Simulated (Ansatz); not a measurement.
Start from `[OH][W]([OH])([OH])(=[S])[Cl]` and change one element to get `[OH][Mo]([OH])([OH])(=[S])[Cl]`.

Ansatz, PBE0-D4/def2-TZVP geometries, multiplicity 1. Each molecule was computed in one conformer, which needn't be the lowest.

Elements past krypton have def2 core potentials.

```tsv
property	`[OH][W]([OH])([OH])(=[S])[Cl]`
size of the dipole moment (ωB97M-V/def2-TZVPP) / D	1.54
LUMO energy (PBE/def2-TZVPP) / eV	-3.54
HOMO energy (B3LYP/def2-TZVPP) / eV	-7.80
HOMO–LUMO gap (ωB97M-V/def2-TZVPP) / eV	9.27
size of the dipole moment (PBE/def2-TZVPP) / D	1.61
LUMO energy (PBE0/def2-TZVPP) / eV	-2.90
```

Q: What does the change do to each property? (An estimate is asked.)

A: The calculation gave: 
```tsv
property	`[OH][Mo]([OH])([OH])(=[S])[Cl]`	shift
size of the dipole moment (ωB97M-V/def2-TZVPP) / D	1.79	0.25
LUMO energy (PBE/def2-TZVPP) / eV	-4.08	-0.54
HOMO energy (B3LYP/def2-TZVPP) / eV	-7.93	-0.13
HOMO–LUMO gap (ωB97M-V/def2-TZVPP) / eV	8.77	-0.50
size of the dipole moment (PBE/def2-TZVPP) / D	1.72	0.11
LUMO energy (PBE0/def2-TZVPP) / eV	-3.52	-0.62
```

With PBE0 the HOMO falls by 0.13 eV and the LUMO falls by 0.62 eV, so the gap narrows by about 0.49 eV. PBE moves the HOMO by -0.10 eV and ωB97M-V by -0.15 eV. Dipoles are sizes alone; their direction can turn.

B3LYP here is the variant with VWN-RPA as its local correlation; programs differ in this.
